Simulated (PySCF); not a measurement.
How methods differ on the excitation energy of Mo+

Mo+ [Kr] 4d5 (6S) → Mo+ [Kr] 4d4 5p1 (high-spin determinant), as a difference of total energies. All numbers are calculated (PySCF 2.14, a scalar-relativistic core potential, in def2-QZVPPD with the def2 core potential (28 electrons)). Correlated levels: valence: 4s2 4p6 frozen; valence and next inner shell: nothing frozen outside the core potential. The calculations carry no spin-orbit coupling.

| method | excitation energy (eV) |
| --- | --- |
| UHF | 5.565 |
| LDA | 5.858 |
| PBE | 5.781 |
| PBE0 | 5.876 |
| r2SCAN | 5.833 |
| MN15 | 5.901 |
| PBEsol | 5.841 |
| M06-2X | 5.922 |
| PW91 | 5.797 |
| MP2 (valence) | 5.932 |
| SCS-MP2 (valence) | 5.687 |
| MP2 (valence and next inner shell) | 6.061 |
| SCS-MP2 (valence and next inner shell) | 5.862 |

Problem. How much does correlation contribute at MP2 (valence and next inner shell)?

Solution. 6.061 − (5.565) = 0.496 eV, measured against UHF.

The determinant of the upper state mixes LS terms, which raises its energy above the lowest term, most at the Hartree-Fock and MP2 levels.
